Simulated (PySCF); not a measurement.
# Electronic structure of C⁻ (carbon, charge -1) at the UHF level

Configuration: [He] 2s2 2p3, high-spin 4S determinant. Computed with PySCF 2.14 in aug-cc-pwCVDZ (5s4p2d, 27 functions), with no relativity, point nucleus.

```json
{"Total energy": "-37.705045 hartree", "One-electron energy": "-52.5232 hartree", "Hartree (Coulomb) energy": "20.0799 hartree", "Exchange energy": "-5.2617 hartree", "Kinetic energy": "37.69074 hartree", "⟨S²⟩": "3.7566", "⟨L²⟩": "0.000", "Sum of ⟨r⟩": "10.36 bohr", "Sum of ⟨r²⟩": "26.10 bohr²", "Density at the nucleus (Gaussians lack the cusp)": "122 bohr⁻³", "Spin density at the nucleus": "-0.0266 bohr⁻³", "Langevin diamagnetic susceptibility": "-20.7 ×10⁻⁶ cm³/mol"}
```

| shell | electrons | mean orbital energy (hartree) | rms radius, mean of both spins (bohr) |
| --- | --- | --- | --- |
| 1s α | 1 | -10.98003 | 0.312 |
| 1s β | 1 | -10.93241 | 0.312 |
| 2s α | 1 | -0.52646 | 1.91 |
| 2s β | 1 | -0.21494 | 1.91 |
| 2p α | 3 | -0.07768 | 2.49 |

Spin-orbit constants ζ (cm⁻¹) from the X2C one-electron operator on these orbitals (non-relativistic here): bare nucleus, nucleus screened by l(l+1)(2l+1)/3 electrons, and screened by the Breit-Pauli mean field of the electrons.

```csv
shell,bare,screened nucleus,mean field
2p,41.75,27.83,21.19
```
